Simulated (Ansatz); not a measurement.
Geometry optimisation, RKS r2SCAN/def2-SVP in Ansatz.

input.yaml

```yaml
crystal:
  periodic: [false, false, false]
  atoms:
    - { symbol: C, position_ang: [0.3873, 1.64, -1.0954] }
    - { symbol: C, position_ang: [0.0951, 0.4742, -0.3184] }
    - { symbol: C, position_ang: [-0.1317, -0.5165, 0.3193] }
    - { symbol: Al, position_ang: [-0.3431, -2.1091, 1.3769] }
    - { symbol: H, position_ang: [1.034, 2.3474, -0.5754] }
    - { symbol: H, position_ang: [0.7892, 1.4219, -2.0833] }
    - { symbol: H, position_ang: [-0.62722, 1.25227, -0.0715] }
    - { symbol: H, position_ang: [-0.3463, -3.5354, 0.6691] }
    - { symbol: H, position_ang: [-0.8002, -1.9814, 2.9673] }
basis:
  gaussian: { orbitals: def2-SVP }
hamiltonian:
  xc: r2scan
relax:
  f_tol: 0.02
  max_steps: 50
```

Command:

```bash
$ ansatz run input.yaml --threads 2 --pin off --max-ram 3072MiB --backend cpu --events-out ev --progress --plain --runs-dir out
```

Problem. Where does it end, and by what steps?

Solution. It converged. After 11 steps the energy has fallen by 3.876 eV; H7 moved furthest, 1.33 Å. Parted: C2–H7 (1.09 → 2.11 Å). Joined: C1–H7 (1.49 → 1.10 Å).

```tsv
step	energy less start (eV)	largest force component (eV/Å)	accepted
0	0.0000	5.911	yes
1	-0.8658	1.639	yes
2	-1.1899	2.873	yes
3	-2.1051	3.618	yes
4	-2.7901	3.360	yes
5	-3.4903	0.986	yes
6	-3.7453	0.489	yes
7	-3.8523	0.164	yes
8	-3.8744	0.185	yes
9	-3.8756	0.100	yes
10	-3.8760	0.028	yes
11	-3.8760	0.005	yes
```

```xyz
9
Properties=species:S:1:pos:R:3
C 0.306 1.584 -0.937
C 0.095 0.369 -0.175
C -0.084 -0.661 0.473
Al -0.368 -2.250 1.478
H 1.020 2.253 -0.431
H 0.697 1.365 -1.944
H -0.639 2.139 -1.058
H -0.386 -3.652 0.736
H -0.583 -2.153 3.046
```

Whether the end is a true minimum wasn't checked by a vibrational analysis.

Time of the run: 29 s on 2 threads of AMD EPYC 7R13 Processor (Zen 3), with other jobs on the host, peak memory 0.15 GiB.
